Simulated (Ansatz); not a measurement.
Computed with Ansatz on PBE0-D4/def2-TZVP structures; ΔE is electronic, products minus reactants. CCSD(T)/CBS is the MP2 limit (def2-TZVPP, def2-QZVPP) plus CCSD(T) − MP2 in def2-TZVPP, frozen cores. Functionals use def2-TZVPP. B3LYP here is the variant with VWN-RPA as its local correlation; programs differ in this. Elements past krypton have def2 core potentials. For Ge, Te outer-core shells are correlated without core-valence functions, which leaves a few kJ/mol of doubt a bond. Scalar relativity is left out up to krypton. One conformer a species, not always the lowest.

Consider the redistribution: `O[SiH](F)[TeH]` + `N[SiH2][O][GeH3]` → `N[SiH2][TeH]` + `O[SiH](F)[O][GeH3]`.

Task: Is it downhill or uphill in electronic energy at CCSD(T)/CBS, and by how much? (Best estimate.)

Result: Ansatz gave: Downhill: ΔE = -28.2 kJ/mol.

Task: What do these levels give: PBE-D4, PBE0-D4, B3LYP-D4, ωB97X-V, ωB97M-V, PBE, PBE0, B3LYP, HF/def2-QZVPP, SCS-MP2/def2-QZVPP, HF/CBS(def2), CCSD/CBS(def2)? (Best estimate.)

Result: Ansatz gave: PBE-D4 -24.8, PBE0-D4 -27.9, B3LYP-D4 -27.0, ωB97X-V -26.1, ωB97M-V -26.5, PBE -24.1, PBE0 -27.3, B3LYP -26.0, HF/def2-QZVPP -32.5, SCS-MP2/def2-QZVPP -27.5, HF/CBS(def2) -32.5, CCSD/CBS(def2) -29.1 kJ/mol.

Largest T1 diagnostic among the species: 0.012.

In def2-TZVPP, CCSD(T) changes the Hartree–Fock value by +3.9 kJ/mol (the triples alone add +0.9 kJ/mol) and MP2 by +4.7 kJ/mol. From PBE to PBE0 (25 % exact exchange), in def2-TZVPP and without D4, ΔE moves by −3.1 kJ/mol.
